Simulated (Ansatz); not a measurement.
GeCl₂. The state is a singlet with charge 0. Geometry PBE-D4/def2-TZVPD, that of the charge -1 doublet.

```csv
atom,x (Å),y (Å),z (Å)
Ge1,-0.464,-0.836,-0.328
Cl2,1.805,-0.449,0.147
Cl3,-1.341,1.285,0.181
```

The structure comes from a short search, and lower isomers may exist.

(1) Estimate the orbital energies around the gap (eV) in Ansatz with PBE-D4/def2-TZVPD, r2SCAN-D4/def2-TZVPD, PBE0-D4/def2-TZVPD.

## Answers

(1) 
```csv
orbital,PBE-D4/def2-TZVPD,r2SCAN-D4/def2-TZVPD,PBE0-D4/def2-TZVPD
HOMO−5,-9.32,-9.72,-10.65
HOMO−4,-8.42,-8.78,-9.78
HOMO−3,-8.26,-8.61,-9.59
HOMO−2,-7.78,-8.13,-9.09
HOMO−1,-7.47,-7.81,-8.82
HOMO,-7.39,-7.69,-8.53
LUMO,-4.36,-4.34,-3.66
LUMO+1,-2.23,-1.97,-1.46
LUMO+2,-2.09,-1.86,-1.34
LUMO+3,0.03,0.78,0.53
LUMO+4,0.90,1.54,1.33
LUMO+5,0.98,1.68,1.39
```
